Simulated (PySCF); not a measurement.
**One molecule, a ladder of functionals, a line**

Molecule: `[H]/N=[C]1\C[O+](C)[AlH2-]1`, C₃H₈AlNO.

Geometry:
| atom | x (Å) | y (Å) | z (Å) |
| --- | --- | --- | --- |
| C1 | -2.377 | -1.250 | 0.159 |
| O2 | -1.055 | -0.917 | -0.190 |
| C3 | -0.016 | -1.886 | 0.019 |
| C4 | 1.189 | -1.094 | -0.474 |
| N5 | 2.394 | -1.494 | -0.520 |
| Al6 | 0.133 | 0.567 | -0.924 |
| H7 | -2.447 | -1.478 | 1.236 |
| H8 | -3.008 | -0.383 | -0.071 |
| H9 | -2.723 | -2.119 | -0.424 |
| H10 | 0.037 | -2.153 | 1.091 |
| H11 | -0.226 | -2.794 | -0.577 |
| H12 | 2.489 | -2.461 | -0.171 |
| H13 | -0.328 | 0.825 | -2.431 |
| H14 | 0.071 | 1.764 | 0.131 |

GIAO shieldings (ppm, equivalent atoms averaged) in PySCF 2.14.0 with density-fitted response routines on the PBE0-D3(BJ)/def2-SVP geometry, basis pcSseg-1, gas phase, non-relativistic:

```csv
functional,exact exchange (%),σ(C3),σ(C1),σ(O2),σ(Al6)
BLYP,0,82.2,114.8,304.5,372.6
BP86,0,87.7,119.4,311.0,372.2
PBE,0,87.7,120.0,309.9,371.6
B3LYP,20,88.9,120.1,314.8,386.0
PBE0,25,95.5,126.0,321.4,390.0
BHandHLYP,50,97.6,126.9,327.4,406.2
HF,100,112.0,137.4,344.7,443.4
```

Task: Fit each shielding as a line in the percentage of exact exchange.

Result: σ(C3) = 85.9 + 0.26 x (rms 2.3 ppm); σ(C1) = 118.2 + 0.19 x (rms 2.1 ppm); σ(O2) = 309.0 + 0.36 x (rms 2.4 ppm); σ(Al6) = 372.0 + 0.71 x (rms 0.6 ppm). The functionals also differ in their semilocal parts, which the line can't hold; Hartree–Fock has no correlation at all.

Task: What does the line predict for mPW1PW91 (25 %), and what does the run give?

Result: σ(C3): 92.4 predicted, 95.0 computed; σ(C1): 123.0 predicted, 125.1 computed; σ(O2): 318.0 predicted, 320.3 computed; σ(Al6): 389.8 predicted, 391.1 computed ppm.
